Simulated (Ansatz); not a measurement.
Calculated with Ansatz (gas phase, PBE0-D4/def2-TZVP geometries, no zero-point term in ΔE). CBS: MP2 limit from def2 TZ/QZ plus the TZ coupled-cluster correction, frozen cores. This one scheme is used for every species. DFT in def2-TZVPP. One conformer a species, not always the lowest.

Consider the ligand exchange at the Si–O bond: `NBO[SiH2]F` + `N[Si](F)(Cl)Cl` → `F[SiH2]N[Si](F)(Cl)Cl` + `NBO`.

`NBO[SiH2]F`:

```xyz
10

N     1.288   -0.759   -1.548
B     0.645    0.121   -0.683
O    -0.351   -0.355    0.140
Si   -1.230    0.343    1.315
F    -0.543    0.062    2.726
H     2.019   -0.468   -2.170
H     1.064   -1.739   -1.592
H     0.954    1.281   -0.665
H    -1.287    1.811    1.137
H    -2.560   -0.298    1.339
```

`N[Si](F)(Cl)Cl`:

```xyz
7

N     0.300   -0.829    0.642
Si   -0.196    0.444   -0.330
F    -1.710    0.871   -0.145
Cl    0.896    2.093    0.116
Cl   -0.011   -0.090   -2.277
H     0.584   -0.699    1.597
H     0.137   -1.790    0.396
```

`F[SiH2]N[Si](F)(Cl)Cl`:

```xyz
10

F     1.989    1.029   -1.350
Si    0.711    0.077   -1.439
N     0.274   -0.533    0.111
Si   -0.786    0.122    1.258
F    -1.100    1.606    0.816
Cl   -2.555   -0.864    1.365
Cl    0.039    0.131    3.108
H     1.091   -1.068   -2.292
H    -0.406    0.881   -1.971
H     0.745   -1.382    0.395
```

`NBO`:

```xyz
7

N    -0.251   -1.034    0.099
B    -0.132    0.358    0.074
O     0.997    0.913   -0.471
H     0.459   -1.646   -0.267
H    -1.050   -1.503    0.483
H    -1.011    1.042    0.525
H     0.987    1.869   -0.443
```

```json
{"level": "r2SCAN", "ΔE (kJ/mol)": "42.6"}
{"level": "HF/CBS(def2)", "ΔE (kJ/mol)": "55.7"}
```

Question: What does CCSD(T)/CBS give? (Estimate.)

Answer: Computed: +41.7 kJ/mol. The listed levels differ from it by 0.9, 14.0 kJ/mol.

Largest T1 diagnostic among the species: 0.012.

The D4 term adds −5.1 kJ/mol with B3LYP and −3.1 kJ/mol with PBE0; it sums over pairs of atoms, weighted by their polarisabilities, and B3LYP, whose exchange is more repulsive, gets the larger term. In def2-TZVPP, CCSD(T) changes the Hartree–Fock value by −13.9 kJ/mol (the triples alone add −2.2 kJ/mol) and MP2 by −14.1 kJ/mol.

B3LYP here is the variant with VWN-RPA as its local correlation; programs differ in this.
